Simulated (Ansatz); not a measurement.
ClF₃Sn (`[F][Sn]([F])([F])[Cl]`), 5 atoms. Charge 0, multiplicity 1. Correlated methods include outer-core shells of Sn, which these sets cover unevenly. Sn takes the def2 core potential. All runs use 4 threads of an Arm Neoverse V2 on a shared host. Correlated methods freeze the cores.

(1) How many basis functions does each run have, and how long does it take in Ansatz? RKS ωB97M-V/def2-SVP energy; RKS BLYP-D4/def2-TZVPP energy; RHF-CCSD(T)/def2-SVP energy; RHF-MP2/def2-QZVPP energy; RKS HSE06 (plane-wave form)-D4/def2-TZVPP energy; RKS PBE0-D4/def2-TZVP frequencies; RHF-CCSD(T)/def2-TZVPP energy; direct RPA on PBE orbitals/def2-TZVPP energy; RKS ωB97M-V/def2-QZVPP energy; RKS r2SCAN0-D4/def2-TZVPP energy; RKS PBE0-D4/def2-TZVP relaxation (4 steps); RKS PBE0-D4/def2-QZVPP energy. (Estimate.)

## Answers

(1) Computed: Other jobs shared the machine, so times are rough.

| level | job | functions | wall time | peak host memory (GiB) |
| --- | --- | --- | --- | --- |
| RKS BLYP-D4/def2-TZVPP | energy | 185 | 1.1 s | 0.22 |
| RKS HSE06 (plane-wave form)-D4/def2-TZVPP | energy | 185 | 1.9 s | 0.47 |
| RKS ωB97M-V/def2-SVP | energy | 86 | 2.9 s | 0.26 |
| RHF-CCSD(T)/def2-SVP | energy | 86 | 2.9 s | 0.32 |
| direct RPA on PBE orbitals/def2-TZVPP | energy | 185 | 3 s | 0.39 |
| RKS r2SCAN0-D4/def2-TZVPP | energy | 185 | 3 s | 0.48 |
| RKS PBE0-D4/def2-QZVPP | energy | 323 | 3.7 s | 0.95 |
| RHF-MP2/def2-QZVPP | energy | 323 | 7 s | 1.1 |
| RKS ωB97M-V/def2-QZVPP | energy | 323 | 9 s | 1.1 |
| RKS PBE0-D4/def2-TZVP | relaxation (4 steps) | 180 | 11 s | 0.46 |
| RKS PBE0-D4/def2-TZVP | frequencies | 180 | 50 s | 0.45 |
| RHF-CCSD(T)/def2-TZVPP | energy | 185 | 72 s | 2.4 |
